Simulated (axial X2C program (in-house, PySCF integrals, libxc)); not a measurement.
## LiSr⁺: cheaper levels and CCSD(T), 2c

Calculated with an in-house relativistic program for diatomic molecules. Two-component (2c) means X2C with spin–orbit coupling and atomic mean-field two-electron Coulomb and Gaunt terms. Basis: Sr dyall-cv3z [13s12p8d5f1g], Li dyall-cv3z [7s8p2d] (cores contracted in-house); Gaussian nuclei, density fitting, unrestricted open shells. Masses: Sr 87.906 u, Li 7.016 u.

State: Ω = 0 (closed shell); fragments Sr + Li+ for PBE0, MP2, CCSD, BLYP, CCSD(T); Sr+ + Li for HF.

```tsv
level	Re (Å)	ωe (cm⁻¹)	De (eV)
PBE0	3.399	234.5	1.47
HF	3.507	225.1	0.736
MP2	3.437	225.6	1.21
CCSD	3.446	226.7	1.34
BLYP	3.417	220.0	1.43
```

Correlated methods: 10 electrons correlated (number of frozen shells: Sr 3 s, 2 p, 1 d; Li 1 s), 238 virtual spin orbitals or spinors in MP2, 90 natural virtuals in coupled cluster.

CCSD(T), same Hamiltonian and basis:

Re = 3.449 Å, ωe = 224.4 cm⁻¹, De = 1.33 eV; T1 = 0.023 (Lee–Taylor normalisation).

(1) Give the differences from CCSD(T) in the columns below.

One determinant describes the state; a PBE0 search over occupations chose it and may have missed a lower one. Closed shells are restricted here (equal orbitals for both partners); the stretched side of such a curve lies too high. De is counted from the lowest determinant-based energies of the atoms at the same level, without counterpoise correction. CCSD and (T) use frozen natural virtuals with an MP2 correction for the truncation; (T) itself is uncorrected, so its De runs slightly low.

Answers

(1) 

```json
{"level": "PBE0", "ΔRe (Å)": "-0.050", "Δωe (cm⁻¹)": "10.1", "ΔDe (eV)": "0.14"}
{"level": "HF", "ΔRe (Å)": "0.058", "Δωe (cm⁻¹)": "0.7", "ΔDe (eV)": "n/a"}
{"level": "MP2", "ΔRe (Å)": "-0.012", "Δωe (cm⁻¹)": "1.2", "ΔDe (eV)": "-0.12"}
{"level": "CCSD", "ΔRe (Å)": "-0.003", "Δωe (cm⁻¹)": "2.3", "ΔDe (eV)": "0.01"}
{"level": "BLYP", "ΔRe (Å)": "-0.032", "Δωe (cm⁻¹)": "-4.4", "ΔDe (eV)": "0.10"}
```
